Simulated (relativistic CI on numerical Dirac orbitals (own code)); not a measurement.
## Level scheme of Co XVI

These numbers are calculated, not measured: Dirac-Coulomb-Breit CI, separate exchange-only KLI orbitals for each configuration, model QED (radiative potential, 1s self-energy scaled to tabulated hydrogen-like ionisation energies), unscaled Slater integrals (own radial code, finite nucleus).

CI space (outside the closed core [Ne]): 3s2, 3s.3p, 3p2, 3s.3d, 3d2, 3p.3d, 3p.4s, 3s.4s, 3d.4s, 3s.4p, 3s.4d, 3s.4f, 3s.5s, 3s.5p, 3s.5d, 4s2. Levels of other configurations are missing.

```
No.  Configuration  Term  J   E (eV)    %  Lifetime (s)  jj configuration (%)
  1            3s2    1S  0    0.000   97                         closed (97)
  2          3s.3p   3P°  0   30.724  100                      3s 3p1/2 (100)
  3          3s.3p   3P°  1   31.591   99      1.80e-08         3s 3p1/2 (75)
  4          3s.3p   3P°  2   33.726  100      1.38e-02        3s 3p3/2 (100)
  5          3s.3p   1P°  1   47.239   97      3.96e-11         3s 3p3/2 (73)
  6            3p2    3P  0   73.495   96      5.05e-11          3p1/2^2 (82)
  7            3p2    1D  2   74.262   66      1.87e-10      3p1/2 3p3/2 (82)
  8            3p2    3P  1   75.039  100      4.70e-11     3p1/2 3p3/2 (100)
  9            3p2    3P  2   77.612   82      5.09e-11          3p3/2^2 (90)
 10            3p2    1S  0   88.315   92      4.42e-11          3p3/2^2 (80)
 11          3s.3d    3D  1   90.255  100      3.72e-11        3s 3d3/2 (100)
 12          3s.3d    3D  2   90.414  100      3.87e-11         3s 3d3/2 (61)
 13          3s.3d    3D  3   90.662  100      4.15e-11        3s 3d5/2 (100)
 14          3s.3d    1D  2  102.302   79      2.11e-11         3s 3d5/2 (48)
 15          3p.3d   3F°  2  122.987   87      1.46e-10      3p1/2 3d3/2 (96)
 16          3p.3d   3F°  3  124.480   98      1.69e-10      3p1/2 3d5/2 (56)
 17          3p.3d   1D°  2  125.979   83      4.86e-11      3p1/2 3d5/2 (36)
 18          3p.3d   3F°  4  126.226  100      1.57e-10     3p3/2 3d5/2 (100)
 19          3p.3d   3D°  1  130.658   75      2.29e-11      3p1/2 3d3/2 (77)
 20          3p.3d   3P°  2  130.798   50      2.67e-11      3p1/2 3d5/2 (64)
 21          3p.3d   3D°  3  132.469   98      2.21e-11      3p3/2 3d5/2 (66)
 22          3p.3d   3P°  0  132.647  100      2.77e-11     3p3/2 3d3/2 (100)
 23          3p.3d   3P°  1  132.691   76      2.60e-11      3p3/2 3d3/2 (90)
 24          3p.3d   3D°  2  132.742   53      2.45e-11      3p3/2 3d3/2 (51)
 25          3p.3d   1F°  3  142.229   99      2.08e-11      3p3/2 3d3/2 (41)
 26          3p.3d   1P°  1  144.288   96      2.19e-11      3p3/2 3d5/2 (68)
 27            3d2    3F  2  181.983  100      2.21e-11          3d3/2^2 (72)
 28            3d2    3F  3  182.241  100      2.30e-11     3d3/2 3d5/2 (100)
 29            3d2    3F  4  182.555  100      2.42e-11          3d5/2^2 (77)
 30            3d2    1D  2  186.732   60      1.85e-11      3d3/2 3d5/2 (71)
 31            3d2    3P  0  186.797  100      1.75e-11          3d3/2^2 (63)
 32            3d2    3P  1  186.895  100      1.78e-11     3d3/2 3d5/2 (100)
 33            3d2    3P  2  187.234   61      1.93e-11          3d5/2^2 (92)
 34            3d2    1G  4  187.863  100      3.61e-11      3d3/2 3d5/2 (77)
 35            3d2    1S  0  198.779   97      1.39e-11          3d5/2^2 (62)
 36          3s.4s    3S  1  244.510  100      2.48e-12           3s 4s (100)
 37          3s.4s    1S  0  248.484  100      2.91e-12           3s 4s (100)
 38          3s.4p   3P°  0  260.042   99      1.10e-11         3s 4p1/2 (99)
 39          3s.4p   3P°  1  260.141   75      4.97e-12         3s 4p1/2 (97)
 40          3s.4p   3P°  2  261.188   99      1.14e-11         3s 4p3/2 (99)
 41          3s.4p   1P°  1  261.280   71      2.47e-12         3s 4p3/2 (94)
 42          3s.4d    3D  1  280.602  100      2.01e-12        3s 4d3/2 (100)
 43          3s.4d    3D  2  280.661   98      2.01e-12         3s 4d3/2 (73)
 44          3s.4d    3D  3  280.785  100      1.99e-12        3s 4d5/2 (100)
 45          3s.4d    1D  2  281.306   98      2.18e-12         3s 4d5/2 (73)
 46          3p.4s   3P°  0  282.505   99      3.78e-12         3p1/2 4s (99)
 47          3p.4s   3P°  1  283.100   90      3.58e-12         3p1/2 4s (88)
 48          3p.4s   3P°  2  285.596   99      3.80e-12         3p3/2 4s (99)
 49          3p.4s   1P°  1  288.015   86      2.29e-12         3p3/2 4s (86)
 50          3s.4f   3F°  2  290.264  100      8.54e-13        3s 4f5/2 (100)
 51          3s.4f   3F°  3  290.288  100      8.54e-13         3s 4f5/2 (58)
 52          3s.4f   3F°  4  290.324  100      8.55e-13        3s 4f7/2 (100)
 53          3s.4f   1F°  3  292.834  100      8.54e-13         3s 4f7/2 (58)
 54          3d.4s    3D  1  335.898  100      2.57e-12        3d3/2 4s (100)
 55          3d.4s    3D  2  336.035   97      2.58e-12         3d3/2 4s (76)
 56          3d.4s    3D  3  336.333  100      2.58e-12        3d5/2 4s (100)
 57          3d.4s    1D  2  337.332   96      2.97e-12         3d5/2 4s (75)
 58          3s.5s    3S  1  347.882  100      3.32e-12           3s 5s (100)
 59          3s.5s    1S  0  349.250  100      3.63e-12           3s 5s (100)
 60          3s.5p   3P°  0  355.407  100      8.51e-12        3s 5p1/2 (100)
 61          3s.5p   3P°  1  355.515   93      7.23e-12         3s 5p1/2 (89)
 62          3s.5p   3P°  2  355.958  100      8.95e-12        3s 5p3/2 (100)
 63          3s.5p   1P°  1  356.510   92      2.81e-12         3s 5p3/2 (89)
 64          3s.5d    3D  1  365.154  100      2.58e-12        3s 5d3/2 (100)
 65          3s.5d    3D  2  365.187   99      2.58e-12         3s 5d3/2 (69)
 66          3s.5d    3D  3  365.248  100      2.57e-12        3s 5d5/2 (100)
 67          3s.5d    1D  2  365.664   99      2.69e-12         3s 5d5/2 (69)
 68            4s2    1S  0  499.647  100      1.19e-12          closed (100)
```

Energies count from the lowest computed level; ° marks odd parity; lifetimes are radiative, by E1, M1, E2, M2 decay to levels of this space only; some are left blank where a channel outside the calculation adds to the decay or the decay crosses a small, uncertain gap. Filled j subshells are mostly left out of the jj labels.

The mean weight of the leading LS term, summed over parents, in these 68 levels is 93 %, and that of the leading jj configuration (from the same eigenvectors) 84 %.

At this charge energies of transitions that change n are usually good to better than 1 %, and those within a shell (Δn = 0) to a few per cent.

LS names give the leading component of a level, which can be under half, so a name can repeat, a term be missing and a line seem to break the LS rules.
